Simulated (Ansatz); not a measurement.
Ansatz (a program for electronic structure) input:
A basis named .json is the Basis Set Exchange file of that set.

Ansatz 0.2 input:
```yaml
crystal:
  periodic: [false, false, false]
  atoms:
    - {symbol: Ca, position_ang: [0.00000000, 0.00000000, 0.00000000]}
    - {symbol: O, position_ang: [0.00000000, 0.00000000, 2.03878289]}
    - {symbol: O, position_ang: [-0.00000000, -0.00000000, -2.03878289]}
    - {symbol: H, position_ang: [0.00000000, 0.00000000, 2.99386893]}
    - {symbol: H, position_ang: [-0.00000000, -0.00000000, -2.99386893]}
basis:
  gaussian:
    orbitals: def2-QZVPP.json
    fitting: {mean_field: def2-universal-jkfit, correlation: def2-QZVPP-RIFIT.json}
magnetization: {spin_polarized: false}
correlation: {method: mp2, electrons: outside_noble_gas}
```

Question: What final total energy does it print?

Answer: -828.42299 Eh (RI-MP2/def2-QZVPP). The basis has 244 functions.
